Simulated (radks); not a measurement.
Question: Method: scalar-relativistic Kohn-Sham, LDA (Slater exchange, Perdew-Wang correlation), spin-unpolarised, spherical densities, finite nucleus; Fermi nuclear charge, rms radius of each element as measured or else 0.836 A^(1/3) + 0.57 fm; computed with a radial shooting solver on a logarithmic mesh with Libxc functionals. Response by self-consistent Sternheimer equations with the Hartree and adiabatic LDA kernel, the relativistic mass of each level held fixed and spin-orbit coupling left out. Rank Cd2+, Sb5+, In3+, Sn4+, Ag+, Te6+, Xe8+, I7+, Pd (NIST ground configurations) by static dipole polarisability, largest first.

Answer: Pd 30.07, Ag+ 10.74, Cd2+ 5.674, In3+ 3.540, Sn4+ 2.429, Sb5+ 1.773, Te6+ 1.351, I7+ 1.063, Xe8+ 0.8567 bohr^3.
